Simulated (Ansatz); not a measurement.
`[SiH3][N]([SiH3])[GeH]` + HBr → `[GeH][Br]` + `[SiH3]N[SiH3]` at 500 K and 1 bar (ligand exchange at a Ge–N bond).

Gas-phase electronic energies from Ansatz, PBE0-D4/def2-TZVP geometries. CBS: MP2 limit from def2 TZ/QZ plus the TZ coupled-cluster correction, frozen cores. This one scheme is used for every species. For Br, Ge outer-core shells are correlated without core-valence functions, which leaves a few kJ/mol of doubt a bond. Scalar relativity is left out up to krypton.

```json
{"species": "`[SiH3][N]([SiH3])[GeH]`", "CCSD(T)/CBS energy (Eh)": "-2713.20588", "H − E (kJ/mol)": "217.4", "S (J/(mol·K))": "436.2"}
{"species": "HBr", "CCSD(T)/CBS energy (Eh)": "-2573.91920", "H − E (kJ/mol)": "30.5", "S (J/(mol·K))": "213.7"}
{"species": "`[GeH][Br]`", "CCSD(T)/CBS energy (Eh)": "-4650.03665", "H − E (kJ/mol)": "38.0", "S (J/(mol·K))": "299.7"}
{"species": "`[SiH3]N[SiH3]`", "CCSD(T)/CBS energy (Eh)": "-637.10515", "H − E (kJ/mol)": "216.0", "S (J/(mol·K))": "394.7"}
```

H − E and S are ideal-gas, rigid-rotor, harmonic terms from PBE0-D4/def2-TZVP. 1 Eh = 2625.50 kJ/mol, R = 8.31446 J/(mol·K).

Task: By hand: ΔE, ΔH, ΔS and ΔG.

Result: ΔE = (-4650.03665) + (-637.10515) − (-2713.20588) − (-2573.91920) = -0.01672 Eh = -43.9 kJ/mol. Δ(H − E) = 38.0 + 216.0 − 217.4 − 30.5 = 6.1, so ΔH = -37.8 kJ/mol. ΔS = 299.7 + 394.7 − 436.2 − 213.7 = 44.5 J/(mol·K). ΔG = -37.8 − 500 × (44.5)/1000 = -60.0 kJ/mol.

Task: By hand: the equilibrium constant, and the temperature at which ΔG would vanish if ΔH and ΔS stayed fixed.

Result: log₁₀ K = −ΔG/(RT ln 10) = 6.3. ΔH and −TΔS have one sign here, so there is no such temperature.

TΔS isn't small against ΔH here. A doubt of 5 kJ/mol in ΔE shifts log₁₀ K by 0.5 here. Modes under 60 cm⁻¹, often nearly free rotors, make the harmonic entropy too high. These are equilibria of isolated gas molecules and say nothing of rates. Largest T1 diagnostic: 0.014 (customary marks: 0.02 for closed shells, 0.045 for open ones).
